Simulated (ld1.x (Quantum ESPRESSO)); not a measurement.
# Pseudopotential generation for sulfur (S): TM, LDA (PZ), scalar-relativistic.

| Property | Result |
| --- | --- |
| Element | sulfur (S) |
| Generator | ld1.x (Quantum ESPRESSO) 7.5 |
| Type | norm-conserving Troullier–Martins (Kleinman–Bylander form) |
| Functional | LDA (PZ) |
| Relativity | scalar-relativistic |
| Frozen core | [Ne] |
| Valence charge | 6 |
| Reference configuration | 3s2 3p3 (charge +1) |
| Partial waves | 3s (bound): rc 1.50 bohr; 3p (bound): rc 1.40 bohr |
| Local potential | the p channel |
| Core correction | a·sin(br)/r model core, default radius (core density twice the valence density) |

All-electron outer shells of the reference configuration (LDA (PZ), scalar-relativistic, ld1.x):

| shell | level (eV) | outermost node (bohr) | outermost maximum (bohr) |
| --- | --- | --- | --- |
| 3s | -27.63 | 0.60 | 1.39 |
| 3p | -16.88 | 0.58 | 1.55 |

What the tests gave:

- Cutoffs needed: 40 Ry and 60 Ry (the cutoffs (Ry, on a coarse ladder) from which the occupation-weighted sum of valence levels, in a spherical-Bessel basis at the reference potential, stays within 10 and 1 mRy of its value at 400 Ry)
- Ghost test: no extra level below or beside the all-electron valence levels (s, p, d, f tested) (spherical-Bessel basis up to 400 Ry, 20 bohr box)
- Largest excitation error: +152 meV (all-electron minus pseudo) for 3s2 3p0, out of 7 test configurations

Generation and tests took about 1.2 s on one core of a shared server CPU.
